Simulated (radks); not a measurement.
P13+, 2 electrons, occupied as [He].

Method: scalar-relativistic Kohn-Sham, PBE, spin-polarised, spherical densities, finite nucleus; Fermi nuclear charge, rms radius 3.1889 fm; computed with a radial shooting solver on a logarithmic mesh with Libxc functionals.

Energy parts (hartree):
total: -216.24178
kinetic: 217.46387
electron-nucleus: -443.01485
Hartree: 18.35843
exchange-correlation: -9.04924

Orbitals (lengths in bohr, moments of r in powers of bohr; r(max) is where P^2 peaks; r(90%) holds 90 % of the orbital's charge):
\begin{tabular}{lrrrrrr}
orbital & occ. & eigenvalue (hartree) & r(90%) & r(max) & <1/r> & <r> \\ \hline
1s & 2 & -100.1866 & 0.182 & 0.06734 & 14.77 & 0.1024 \\
\end{tabular}

The highest occupied level is 1s at -2726.2 eV. The electron density at the nucleus is 2251 e/bohr^3 (large components only). The density falls to 0.001 e/bohr^3 at r = 0.50 bohr. Summed over all electrons, <r^2> = 0.02811 bohr^2, which gives a Langevin (diamagnetic) susceptibility term of -0.0223 x 10^-6 cm^3/mol.
